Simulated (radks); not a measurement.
Neutral lead inside a hard spherical wall (all orbitals vanish at R), configuration held at [Hg] 6p2 and not refilled when levels cross. All-electron calculation, scalar-relativistic Kohn-Sham, PBE, spin-unpolarised, spherical densities, finite nucleus; Fermi nuclear charge, rms radius 5.5012 fm. Program: a radial shooting solver on a logarithmic mesh with Libxc functionals. Eigenvalues in eV, with the zero of energy where the potential of the charges vanishes at infinity; a dash marks a level that is unbound or too diffuse for the functional's potential to be trusted. A positive occupied level is held by the wall or, in an anion where self-interaction has pushed it up, behind a barrier. The pressure on the wall is -dE/dV.

R (bohr)  E (hartree)  kinetic (hartree)    e(5p)    e(5d)    e(6s)   e(6p)  e(7s, empty)  e(6d, empty)  pressure (GPa)
free      -20876.0597          23578.153  -85.845  -21.184  -12.028  -3.499             -             -               0
15        -20876.0596          23578.153  -85.844  -21.182  -12.027  -3.498        -0.496         0.894        < 0.0001
10        -20876.0586          23578.162  -85.755  -21.095  -11.950  -3.425         0.273         1.948          0.0238
8         -20876.0523          23578.201  -85.450  -20.794  -11.697  -3.149         1.833         3.321           0.262
3         -20873.4073          23589.452  -68.071   -4.448    8.557  26.066        91.486        55.908            1180
2.5       -20869.4150          23605.176  -54.839    8.905   31.105  56.122        164.92        98.218            4920
2         -20856.5333          23652.580  -26.725   40.618   93.309  133.44        331.26        194.64           26900
